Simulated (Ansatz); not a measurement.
Steps of a relaxation of CH5BFGa with RKS PBE0-D4/def2-TZVP.

```sh
$ ansatz run in.yaml --threads 2 --pin off --events-out ev --progress --plain --max-ram 4352MiB
```

```yaml
crystal:
  periodic: [false, false, false]
  atoms:
    - {symbol: B, position_ang: [-0.377227, 0.910588, 0.483611]}
    - {symbol: C, position_ang: [0.849337, 0.753755, -0.325176]}
    - {symbol: F, position_ang: [2.096569, 0.871390, 0.188604]}
    - {symbol: Ga, position_ang: [-0.356427, -1.204888, -0.087528]}
    - {symbol: H, position_ang: [-1.422732, 0.625289, -0.154659]}
    - {symbol: H, position_ang: [-0.444888, 1.148301, 1.667832]}
    - {symbol: H, position_ang: [0.895671, 0.641673, -1.427636]}
    - {symbol: H, position_ang: [-0.373465, -1.773404, -1.555205]}
    - {symbol: H, position_ang: [-0.778238, -2.019005, 1.193157]}
basis:
  gaussian: {orbitals: def2-TZVP}
hamiltonian: {xc: pbe0, dispersion: d4}
relax: {f_tol: 0.005, max_steps: 150}
```

Positions (Å) and forces (eV/Å) along the path, 8 of 8 steps:

```xyz
9
step=1 energy=-56878.4393 eV
B    -0.377    0.911    0.484    0.228    0.066   -0.020
C     0.849    0.754   -0.325   -0.397   -0.114   -0.103
F     2.097    0.871    0.189   -0.276   -0.009   -0.142
Ga   -0.356   -1.205   -0.088    0.027   -0.144   -0.072
H    -1.423    0.625   -0.155    0.320    0.057    0.168
H    -0.445    1.148    1.668    0.036   -0.105   -0.469
H     0.896    0.642   -1.428    0.023    0.060    0.628
H    -0.373   -1.773   -1.555   -0.011    0.064    0.166
H    -0.778   -2.019    1.193    0.051    0.124   -0.157
9
step=2 energy=-56878.4652 eV
B    -0.375    0.916    0.483    0.046   -0.018   -0.020
C     0.839    0.740   -0.317   -0.166   -0.008   -0.043
F     2.083    0.877    0.189   -0.030   -0.037   -0.023
Ga   -0.349   -1.205   -0.097    0.040   -0.024   -0.019
H    -1.407    0.622   -0.148    0.092    0.022    0.063
H    -0.439    1.147    1.653    0.001   -0.007   -0.136
H     0.887    0.628   -1.406    0.012    0.027    0.171
H    -0.378   -1.771   -1.554   -0.006    0.019    0.028
H    -0.771   -2.001    1.180    0.010    0.024   -0.021
9
step=3 energy=-56878.4676 eV
B    -0.379    0.917    0.481   -0.039    0.025   -0.006
C     0.830    0.738   -0.316   -0.026   -0.099    0.010
F     2.075    0.847    0.193    0.059    0.045    0.013
Ga   -0.339   -1.205   -0.100    0.017    0.018   -0.016
H    -1.405    0.621   -0.143   -0.018    0.029    0.000
H    -0.443    1.159    1.642   -0.001   -0.006    0.028
H     0.881    0.636   -1.399    0.007    0.000   -0.030
H    -0.376   -1.765   -1.556   -0.004   -0.008   -0.006
H    -0.755   -1.994    1.180    0.005   -0.004    0.006
9
step=4 energy=-56878.4683 eV
B    -0.380    0.918    0.480   -0.034    0.030   -0.001
C     0.830    0.728   -0.313   -0.016    0.033   -0.008
F     2.075    0.852    0.195    0.044   -0.015    0.024
Ga   -0.337   -1.205   -0.102    0.016   -0.021   -0.012
H    -1.408    0.629   -0.144   -0.005   -0.003    0.000
H    -0.444    1.159    1.642    0.001    0.003    0.024
H     0.882    0.632   -1.397    0.000   -0.015   -0.029
H    -0.380   -1.765   -1.558   -0.007   -0.007   -0.004
H    -0.749   -1.994    1.180   -0.001   -0.005    0.005
9
step=5 energy=-56878.4686 eV
B    -0.381    0.922    0.480   -0.023    0.011   -0.002
C     0.830    0.730   -0.312   -0.014   -0.003   -0.009
F     2.075    0.849    0.197    0.022   -0.007    0.012
Ga   -0.335   -1.205   -0.104    0.009   -0.013    0.000
H    -1.409    0.631   -0.144    0.002    0.001    0.001
H    -0.446    1.161    1.643    0.004    0.003    0.005
H     0.883    0.628   -1.396    0.003    0.007   -0.009
H    -0.384   -1.767   -1.559   -0.002    0.001   -0.001
H    -0.742   -1.995    1.178    0.001   -0.001    0.003
9
step=6 energy=-56878.4688 eV
B    -0.384    0.925    0.479   -0.015   -0.002    0.002
C     0.829    0.728   -0.312   -0.004   -0.011   -0.009
F     2.074    0.842    0.201    0.003   -0.001    0.004
Ga   -0.332   -1.206   -0.105    0.005    0.000    0.002
H    -1.412    0.635   -0.145    0.003    0.005    0.000
H    -0.449    1.165    1.642    0.005    0.000   -0.001
H     0.884    0.630   -1.396    0.001    0.004    0.002
H    -0.389   -1.768   -1.560    0.000    0.002    0.001
H    -0.733   -1.997    1.179    0.002    0.002    0.000
9
step=7 energy=-56878.4688 eV
B    -0.386    0.926    0.477    0.011    0.001    0.007
C     0.827    0.726   -0.311   -0.008   -0.001   -0.002
F     2.072    0.837    0.206   -0.012   -0.002   -0.006
Ga   -0.330   -1.207   -0.106    0.004   -0.003    0.002
H    -1.415    0.639   -0.145    0.004    0.003   -0.003
H    -0.446    1.166    1.640   -0.007    0.001    0.007
H     0.884    0.631   -1.396    0.009    0.000   -0.004
H    -0.390   -1.769   -1.561   -0.001    0.000    0.000
H    -0.727   -1.996    1.180    0.000    0.000   -0.001
9
step=8 energy=-56878.4688 eV
B    -0.386    0.927    0.477    0.000    0.001    0.004
C     0.827    0.726   -0.311   -0.005   -0.003   -0.003
F     2.072    0.836    0.205    0.000    0.000    0.000
Ga   -0.328   -1.207   -0.106   -0.002    0.001   -0.002
H    -1.415    0.640   -0.146    0.003    0.001   -0.001
H    -0.448    1.166    1.641    0.000    0.000   -0.001
H     0.884    0.631   -1.396    0.003    0.002    0.001
H    -0.391   -1.769   -1.561    0.001   -0.001    0.001
H    -0.726   -1.996    1.180    0.000   -0.001    0.002
```

Hardware: 2 threads of an Arm Neoverse V1 on a shared host. Wall time 45 s, peak host memory 0.39 GiB.
